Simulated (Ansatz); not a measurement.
Process, species as SMILES: N#N -> N#N as triplet, charge 0
Each molecule is optimised on its own at B3LYP-D3(BJ)/def2-TZVP (Ansatz, an electronic-structure program). Markedly spin-contaminated UHF reference, which strains HF, MP2 and, less, CCSD(T): N#N as triplet, charge 0. High T1 diagnostic, so coupled cluster is less sure: N#N as triplet, charge 0. A spin state is the lowest found, not a proven ground state.

Wanted: adiabatic triplet-singlet gap (electronic energy difference), in kcal/mol. Cores are frozen in the correlated levels unless marked. Open shells are spin-unrestricted. No spin-orbit coupling. Non-relativistic. CBS marks a two-point X^-3 extrapolation of the correlation energy; Hartree-Fock from the larger set (for Q and 5 zeta extrapolated as (X+1)exp(-9√X)).

```json
[
 {"level": "PBE/def2-TZVPD", "program": "Ansatz", "adiabatic triplet-singlet gap (kcal/mol)": "149.9"},
 {"level": "BLYP-D4/def2-TZVPD", "program": "Ansatz + dftd4", "adiabatic triplet-singlet gap (kcal/mol)": "149.1"},
 {"level": "revPBE/def2-TZVPD", "program": "Ansatz", "adiabatic triplet-singlet gap (kcal/mol)": "147.2"},
 {"level": "r2SCANh/def2-TZVPD", "program": "Ansatz", "adiabatic triplet-singlet gap (kcal/mol)": "144.5"},
 {"level": "CCSD/cc-pV5Z", "program": "Ansatz", "adiabatic triplet-singlet gap (kcal/mol)": "152.7"},
 {"level": "CCSD/CBS(cc-pVQZ,cc-pV5Z)", "program": "Ansatz", "adiabatic triplet-singlet gap (kcal/mol)": "153.3"},
 {"level": "CCSD(T)/def2-TZVPP", "program": "Ansatz", "adiabatic triplet-singlet gap (kcal/mol)": "150.7"},
 {"level": "CCSD(T)/def2-QZVPPD", "program": "Ansatz", "adiabatic triplet-singlet gap (kcal/mol)": "152.3"},
 {"level": "CCSD(T)/CBS(def2-TZVPPD,def2-QZVPPD)", "program": "Ansatz", "adiabatic triplet-singlet gap (kcal/mol)": "153.5"},
 {"level": "CCSD(T)/CBS(cc-pVQZ,cc-pV5Z)", "program": "Ansatz", "adiabatic triplet-singlet gap (kcal/mol)": "153.6"}
]
```
